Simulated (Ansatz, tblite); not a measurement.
Cost and result up the ladder for W(OH)F5 (WOF₅H) (8 atoms). Charge 0, multiplicity 1. Geometry: B3LYP-D4/def2-SVP.

```xyz
8

W    -0.263    0.049   -0.159
O     1.290   -0.237    0.775
H     2.103   -0.388    1.268
F    -1.837    0.337   -1.104
F     0.506    1.416   -1.161
F    -1.153   -1.296    0.771
F    -0.863    1.300    1.082
F     0.216   -1.180   -1.472
```

Ansatz on 4 threads of Arm Neoverse V2 on a shared host; xTB runs through tblite on one thread. Times are rough, summed over both states, and most runs start from the orbitals of an earlier one. PBE0-D4/def2-TZVP serves as the yardstick here, not as an exact answer. Differences are given only for rows in sets of like size (and for xTB, whose basis is part of the method), since another set adds its own error. The other state is a doublet.

In the def2 sets W takes a core potential; there is no spin–orbit coupling. The xTB rows come from tblite. Correlated methods freeze 6 core orbitals; core or outer-core shells of W are correlated, in sets that lack core-valence functions. The rows differ in basis, and correlated rows in double-zeta sets carry the largest basis error. In CCSD on the charge 1 doublet the largest single amplitude is 0.18, so its Hartree–Fock determinant may place the open shell otherwise than the density functionals do. HOMO above LUMO, or a gap near zero within one spin, warns that the state may not be the lowest or that an electron is smeared out.

Correlated methods converge slowly with the basis, most of all in double-zeta sets.

Raw xTB energies of ions are shifted by several eV.

| level | functions | vertical IE (eV) | difference from PBE0-D4/def2-TZVP (eV) | remarks |
| --- | --- | --- | --- | --- |
| CCSD(T)/def2-SVP | 121 | 13.70 | – | – |
| BHLYP-D4/def2-TZVP | 232 | 13.92 | 0.30 | – |
| GFN2-xTB | 34 | 17.58 | 3.96 | – |
| PBE-D4/def2-TZVP | 232 | 12.76 | -0.86 | gap within one spin near zero (+1 doublet) |
| PBE0-D4/def2-TZVP (with forces) | 232 | 13.62 | 0.00 | – |

Question: Estimate how long each takes.

Answer: GFN2-xTB 0.014 s; PBE-D4/def2-TZVP 8.7 s; BHLYP-D4/def2-TZVP 26 s; PBE0-D4/def2-TZVP (with forces) 28 s; CCSD(T)/def2-SVP 3.3 min. On shared hardware such times vary by a factor of up to 3.
